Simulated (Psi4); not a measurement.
H4AlClSi, singlet, at a GFN2-xTB geometry (such geometries of metal compounds can be far from the true shape). Base run: CCSD(T)/def2-SVP run with Psi4.

Psi4 was given this input:
```
memory 2 GB

molecule {
0 1
Al   -0.47615046   -0.51840736    0.07675806
Cl    1.17009849   -1.21697860    1.03021898
H    -1.64783597   -1.55140011    0.13725252
Si   -0.70401589    1.61029714   -1.04796356
H    -1.56219610    2.60295777   -0.36892005
H    -1.24289085    1.54530159   -2.42101393
H     0.60742708    2.28691287   -1.18740616
}

set {
  basis def2-svp
  freeze_core true
}

energy('ccsd(t)')
print_variables()
```

Variants of this job, named by their change:

| change | ΔE vs base (mEh) | MP2 correlation (Eh) | basis functions | core-seconds (rough) |
|---|---|---|---|---|
| base | 0.000 | -0.29665 | 74 | 20 |
| method = dlpno-mp2 | 56.490 | -0.29636 | 74 | 5 |
| method = qcisd(t) | -0.156 | -0.29665 | 74 | 10 |
| method = mp2 | 56.473 | -0.29638 | 74 | 4 |
| method = mp4 | … | -0.29665 | 74 | 10 |
| method = mp3 | 14.386 | -0.29638 | 74 | 5 |
| method = ccsd | … | -0.29665 | 74 | 10 |
| method = fno-ccsd(t) | 0.000 | -0.29665 | 74 | 10 |

Q: What belongs in the gaps?

A: 
- method = mp4, ΔE vs base (mEh): 2.773
- method = ccsd, ΔE vs base (mEh): 7.421
